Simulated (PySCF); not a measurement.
**Cr¹¹⁺ (chromium, charge +11): r2SCAN calculation**

Configuration: [Ne] 3s2 3p1, 2P determinant. Computed with PySCF 2.14 in an uncontracted even-tempered set (17 s from 0.49 bohr⁻², ratio 2.5; 11 p from 0.64 bohr⁻², ratio 2.5; 5 d from 3.8 bohr⁻², ratio 2.7; 4 f from 5.7 bohr⁻², ratio 2.7), with no relativity, point nucleus.

```json
{"Total energy": "-995.433 hartree", "One-electron energy": "-1221.139 hartree", "Hartree (Coulomb) energy": "265.725 hartree", "Exchange-correlation energy": "-40.020 hartree", "Kinetic energy": "994.91171 hartree", "⟨S²⟩": "0.7527", "⟨L²⟩": "2.008", "Sum of ⟨r⟩": "4.608 bohr", "Sum of ⟨r²⟩": "2.795 bohr²", "Traceless quadrupole moment −½Σ⟨3z² − r²⟩ along its main axis": "-0.275 e·bohr²", "Density at the nucleus (Gaussians lack the cusp)": "9250 bohr⁻³", "Spin density at the nucleus": "0.160 bohr⁻³"}
```

| shell | electrons | mean orbital energy (hartree) | spread (hartree) | rms radius, mean of both spins (bohr) |
| --- | --- | --- | --- | --- |
| 1s α | 1 | -226.29619 | 0 | 0.0743 |
| 1s β | 1 | -226.26131 | 0 | 0.0743 |
| 2s α | 1 | -35.09361 | 0 | 0.318 |
| 2s β | 1 | -35.07739 | 0 | 0.318 |
| 2p α | 3 | -31.44674 | 0.01648 | 0.285 |
| 2p β | 3 | -31.41092 | 0.08224 | 0.285 |
| 3s α | 1 | -11.49202 | 0 | 0.835 |
| 3s β | 1 | -11.35523 | 0 | 0.835 |
| 3p α | 1 | -10.44285 | 0 | 0.835 |
